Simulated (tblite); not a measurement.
Compound: C4H4NS2 (doublet state).
Z-matrix (Å and degrees, GFN2-xTB geometry), rows numbered from 1:
```
C 
S   1  1.8244
C   2  1.7372  1   99.95
C   3  1.3638  2  128.29  1  -116.97
N   4  1.3554  3  113.08  2  -178.19
C   5  1.2601  4  114.21  3     2.22
S   6  1.7055  5  115.65  4    -2.25
H   1  1.0857  2  109.31  3    64.89
H   1  1.0854  2  109.32  3   -56.70
H   1  1.0846  2  106.50  3  -175.87
H   4  1.0744  3  126.14  2     2.46
```

Computed with GFN2-xTB (tblite): harmonic, unscaled wavenumbers at the GFN2-xTB geometry, gas phase. Errors from tens to a few hundred cm⁻¹ against measured bands are possible. One conformer, not necessarily the lowest. Open shells enter through the occupations alone, without spin polarisation, and single modes of such species can be off by tens of per cent.

Harmonic wavenumbers (cm⁻¹): 34.1, 110.1, 129.3, 218.1, 276.6, 412.5, 444.0, 525.4, 611.0, 653.3, 712.4, 793.2, 799.0, 931.4, 935.1, 958.3, 1097.6, 1233.9, 1309.8, 1436.2, 1437.8, 1440.7, 1569.0, 3036.4, 3046.0, 3067.2, 3134.8.

A = 4004, B = 1373, C = 1144 MHz; mass 129.979 u (most abundant isotopes); point group C1, symmetry number 1; spin multiplicity 2.

Problem. What is the zero-point energy?

Solution. ½Σν̃ = 15177 cm⁻¹ = 43.39 kcal/mol.

Problem. Give the ideal-gas entropy at 273.15 K and 1 bar in the rigid-rotor, harmonic-oscillator model (classical rotation).

Solution. Translation 40.09, rotation 28.06, vibration 18.04, spin (R ln 2) 1.38: S = 87.6 cal/(mol K).

Problem. And Cp and H(273.15 K) − H(0)?

Solution. Cp = 26.12 cal/(mol K), of which vibrations give 18.17 (their classical limit is 27 R = 53.7); H(273.15 K) − H(0) = 4.70 kcal/mol without the zero-point energy, 2.53 from vibrations.

Problem. What must be added to the electronic energy to get the Gibbs energy at 273.15 K and 1 bar?

Solution. ZPE + [H(273.15 K) − H(0)] − T·S = 43.39 + 4.70 − 23.92 = 24.17 kcal/mol.

Problem. How do the functions run with temperature in this model?

Solution. 
```json
{"T (K)": "100", "S (cal/(mol K))": "67.9", "Cp (cal/(mol K))": "15.0", "H − H(0) (kcal/mol)": "1.15", "G − H(0) (kcal/mol)": "-5.64", "ln q(vib)": "1.41"}
{"T (K)": "200", "S (cal/(mol K))": "80.2", "Cp (cal/(mol K))": "21.4", "H − H(0) (kcal/mol)": "2.96", "G − H(0) (kcal/mol)": "-13.08", "ln q(vib)": "3.17"}
{"T (K)": "300", "S (cal/(mol K))": "90.1", "Cp (cal/(mol K))": "27.8", "H − H(0) (kcal/mol)": "5.42", "G − H(0) (kcal/mol)": "-21.61", "ln q(vib)": "4.88"}
{"T (K)": "500", "S (cal/(mol K))": "106.8", "Cp (cal/(mol K))": "37.8", "H − H(0) (kcal/mol)": "12.06", "G − H(0) (kcal/mol)": "-41.36", "ln q(vib)": "8.21"}
{"T (K)": "800", "S (cal/(mol K))": "126.7", "Cp (cal/(mol K))": "46.4", "H − H(0) (kcal/mol)": "24.84", "G − H(0) (kcal/mol)": "-76.52", "ln q(vib)": "12.84"}
{"T (K)": "1000", "S (cal/(mol K))": "137.5", "Cp (cal/(mol K))": "49.9", "H − H(0) (kcal/mol)": "34.49", "G − H(0) (kcal/mol)": "-102.96", "ln q(vib)": "15.63"}
```

q(vib) and H(0) count from the zero-point level.

Hindered rotation and anharmonicity are outside this model. Other conformers, if any are populated, would add a mixing term that is left out. The structure is chiral; the term R ln 2 for an equal mix with its mirror image is left out.

Time: 0.27 s. Hardware: one thread, Arm Neoverse V2 (aarch64), shared host with 96 logical CPUs at a one-minute load of 50. This covers the Hessian and the dipole derivatives.
